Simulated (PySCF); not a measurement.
A PySCF script (with the pyscf-properties extension) for the NMR shieldings of `C=CO[SiH2]SC=C`, C$_{4}$H$_{8}$OSSi, on a GFN2-xTB geometry:

```python
import basis_set_exchange as bse
import numpy as np
from pyscf import gto, dft
from pyscf.prop import nmr

atoms = """
C     3.180971   -0.883454   -0.145808
C     2.592808   -0.129031   -1.054168
O     1.301013    0.241345   -1.058618
Si    0.086156   -0.108292   -0.049649
S    -1.463797    0.998314   -1.019469
C    -2.893627    0.693299   -0.058042
C    -3.009446   -0.046601    1.031013
H     4.222442   -1.129056   -0.225509
H     2.638395   -1.273218    0.696714
H     3.123658    0.271977   -1.909146
H     0.325136    0.403513    1.296901
H    -0.219644   -1.536164   -0.041398
H    -3.743132    1.211619   -0.476639
H    -3.962717   -0.143728    1.521081
H    -2.182629   -0.573843    1.470826
"""
names = dict.fromkeys(["C", "O", "Si", "S", "H"], "pcSseg-1")
basis = {el: gto.basis.parse(bse.get_basis(n, elements=[el], fmt="nwchem")) for el, n in names.items()}
mol = gto.M(atom=atoms, basis=basis, charge=0, verbose=0)
mf = dft.RKS(mol, xc="PBE0")
mf.grids.level = 2
mf.grids.alignment = dft.numint.BLKSIZE   # the property module wants whole blocks of grid points
mf.conv_tol = 1e-9
mf.kernel()

calc = nmr.RKS(mf)   # GIAO
C = mf.mo_coeff
Co = C[:, mf.mo_occ > 0]
resp = mf.gen_response(singlet=True, hermi=2)
def vind(x):   # induced exchange potential for any number of trial vectors
    d = np.einsum("pi,xij,qj->xpq", C, 2 * x.reshape(-1, C.shape[1], Co.shape[1]), Co, optimize=True)
    return np.einsum("xpq,pi,qj->xij", resp(d - d.transpose(0, 2, 1)), C, Co, optimize=True).ravel()
mo1, _ = nmr.rhf.solve_mo1(calc, with_cphf=vind)
sigma = calc.kernel(mo1)
for i, s in enumerate(sigma):   # ppm
    w = np.linalg.eigvalsh((s + s.T) / 2)
    print("%2d %-2s iso %8.1f  s11 %8.1f  s22 %8.1f  s33 %8.1f" % (i, mol.atom_pure_symbol(i), w.mean(), *w))
```

Problem. What are the results?

Solution. 
```
 0 C  iso     91.4  s11     -6.7  s22    118.6  s33    162.4
 1 C  iso     30.9  s11    -80.1  s22     66.0  s33    106.9
 2 O  iso    238.5  s11    156.0  s22    242.7  s33    316.6
 3 Si iso    367.1  s11    334.3  s22    352.3  s33    414.5
 4 S  iso    587.1  s11    395.3  s22    513.1  s33    852.9
 5 C  iso     48.1  s11    -63.6  s22     56.8  s33    151.2
 6 C  iso     70.2  s11    -36.7  s22     89.4  s33    158.0
 7 H  iso     27.2  s11     25.6  s22     26.0  s33     30.1
 8 H  iso     27.3  s11     24.7  s22     25.5  s33     31.7
 9 H  iso     25.0  s11     21.3  s22     26.4  s33     27.4
10 H  iso     25.9  s11     22.4  s22     25.2  s33     30.1
11 H  iso     25.9  s11     22.5  s22     25.2  s33     30.1
12 H  iso     25.6  s11     22.0  s22     25.6  s33     29.0
13 H  iso     26.4  s11     23.5  s22     24.9  s33     30.8
14 H  iso     26.8  s11     24.2  s22     24.7  s33     31.6
```

These numbers come from an equivalent density-fitted implementation of the same equations, which agrees with the script to about 0.01 ppm for H and up to a few tenths of a ppm for heavy atoms, so last digits may differ.

Problem. Turn these shieldings into chemical shifts. Chemical shifts δ = σref − σ; 13C (σref 186.93) and 29Si (σref 349.16) and 1H (σref 31.72) vs TMS; H2O for 17O (σref 336.08); 33S (σref 503.73) vs CS2, all at this level.

Solution. Averaging equivalent atoms: C 1: 156.0; C 5: 138.8; C 6: 116.7; C 0: 95.5; O 2: 97.6; Si 3: -17.9; S 4: -83; H 9: 6.68; H 12: 6.16; H 10/11: 5.81; H 13: 5.30; H 14: 4.90; H 7: 4.50; H 8: 4.40 ppm. Experimental scales use liquid or dissolved standards, which lie at an offset from isolated H2O (liquid H2O: subtract about 36 ppm).

Size and cost of the density-fitted run: 173 basis functions, 44 s wall time on 1 thread of an Arm Neoverse N1, shared host; peak memory 0.78 GiB.
